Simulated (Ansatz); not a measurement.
A run for Ansatz (a quantum-chemistry and plane-wave program): U-MP2/cc-pVTZ on CH4N (SMILES [CH2]N), 2S+1 = 2, atoms moved off the minimum.

Ansatz 0.2 input:
```yaml
crystal:
  periodic: [false, false, false]
  atoms:
    - {symbol: C, position_ang: [-0.65097735, -0.16234199, 0.10915105]}
    - {symbol: N, position_ang: [0.35532785, -0.14068251, 0.14539253]}
    - {symbol: H, position_ang: [-1.43780958, -0.89591998, 0.05290503]}
    - {symbol: H, position_ang: [-1.13076773, 0.82738009, -0.08868028]}
    - {symbol: H, position_ang: [1.19833701, 0.76928816, -0.10736128]}
    - {symbol: H, position_ang: [1.17189288, -0.80953149, -0.00741524]}
basis:
  gaussian:
    orbitals: cc-pVTZ
magnetization: {spin_polarized: true, initial_magnetization: 1}
correlation: {method: mp2, electrons: outside_noble_gas}
scf: {omitted_lower_state_checks: [cluster_reference]}
output: {forces: true}
```

The head of its log:

```
WARN ansatz: RAYON_NUM_THREADS=1 ignored (pool sized by the plan → 1); use --threads N
Functional definition: HF
these checks for a lower state are left out or cut short: cluster_reference
integrals: 0.07 GiB planned
648 factors; integrals over basis functions are off by at most 1.2e-3 eV
mean field: 0.23 GiB planned
mean field evaluation 1: about -2563.2218 eV, gradient 2.8e1 eV
mean field evaluation 2: about -2563.2247 eV, gradient 2.8e1 eV
mean field evaluation 4: about -2566.5905 eV, gradient 2.5e0 eV
mean field evaluation 8: about -2566.9942 eV, gradient 1.5e0 eV
mean field evaluation 16: about -2567.4304 eV, gradient 3.4e-1 eV
mean field -2567.42985578 eV, -94.3513069335 hartree, gradient 4.6e-6 eV, S^2 0.756553; 2 other end points of the search recorded, 0 dependent functions left out
2 core orbitals not correlated
reference -2567.42985578 eV, -94.3513069335 hartree; 7, 6 occupied and 107, 108 virtual orbitals, 648 factors
densities: 0.27 GiB planned
```

Q: Predict the final total energy.

A: -94.7265 hartree.
